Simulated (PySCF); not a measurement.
Species: CH13NSi4.
Geometry (GFN2-xTB, Å), atoms numbered from 1 in this order:
```
atom  x, y, z in Å
Si1   -0.6154    2.1607    0.5622
C2    -1.2084    0.9103   -0.7504
N3    -0.6835   -0.4407   -0.6091
Si4   -1.5800   -1.5361    0.3828
Si5    0.9456   -0.7631   -1.1455
Si6    2.5014   -0.6539    0.5563
H7    -1.3297    3.4167    0.3196
H8    -0.9148    1.6691    1.9073
H9     0.8283    2.3676    0.4196
H10   -2.3010    0.8610   -0.7299
H11   -0.9371    1.2830   -1.7435
H12   -1.0167   -2.8599    0.1393
H13   -2.9838   -1.4473   -0.0280
H14   -1.4716   -1.1964    1.8092
H15    0.8760   -2.0815   -1.7922
H16    1.1714    0.2197   -2.2195
H17    3.0298   -1.9748    0.9213
H18    2.0006   -0.0669    1.8068
H19    3.6793    0.1417    0.1860
```

Method used: TDDFT CAM-B3LYP/def2-SVPD, vertical, gas phase, core orbitals frozen in the response (PySCF 2.14.0, density-fitted response routines).

Ground-to-excited transition dipoles (e·a0, same axes as the geometry; the sign carries no meaning), for the states with f of 0.002 or more among the lowest 7:

| state | E (eV) | μx | μy | μz |
| --- | --- | --- | --- | --- |
| S1 | 5.104 | -0.119 | 0.086 | 0.150 |
| S2 | 5.504 | -0.011 | -0.129 | -0.086 |
| S3 | 6.236 | 0.334 | 0.032 | 0.259 |
| S4 | 6.354 | 0.171 | 0.048 | 0.204 |
| S5 | 6.542 | 0.412 | 0.007 | 0.461 |
| S6 | 6.611 | 0.421 | -0.043 | -0.055 |
| S7 | 7.012 | -0.101 | 0.428 | 0.127 |

**Question.** Work out the oscillator strengths.

**Answer.** f = (2/3) ΔE |μ|² with ΔE in hartree (27.2114 eV).

```csv
state,|μ|² (au),|μ| (D),f
S1,0.044,0.53,0.005
S2,0.024,0.40,0.003
S3,0.179,1.08,0.027
S4,0.073,0.69,0.011
S5,0.382,1.57,0.061
S6,0.182,1.08,0.029
S7,0.210,1.16,0.036
```

**Question.** Which bond between heavy atoms lies closest to the direction of the S5 transition dipole?

**Answer.** Si5–Si6, at 2° from it; next Si1–C2 at 43°.

**Question.** What angle do the transition dipoles of S4 and S5 make?

**Answer.** |cos θ| = |μa·μb| / (|μa| |μb|) = 0.99, so θ ≈ 10° (taken between 0 and 90°, since the signs are arbitrary).

**Question.** How is the summed strength of these states shared among x, y and z?

**Answer.** (2/3) Σ ΔE μα² gives 0.081 for x, 0.035 for y and 0.058 for z, 0.174 in all.

**Question.** What peak molar absorption coefficient would the strongest computed level give as a lone Gaussian band 0.5 eV wide at half height?

**Answer.** ε(max) = 2.175×10⁸ f / FWHM, with the width in cm⁻¹. S5: 2.175×10⁸ × 0.0613 / 4033 ≈ 3300 L mol⁻¹ cm⁻¹.

One conformer stands for the species.

Without π bonds the low states may be Rydberg-like; a valence basis with one diffuse set may place them up to an eV too high.
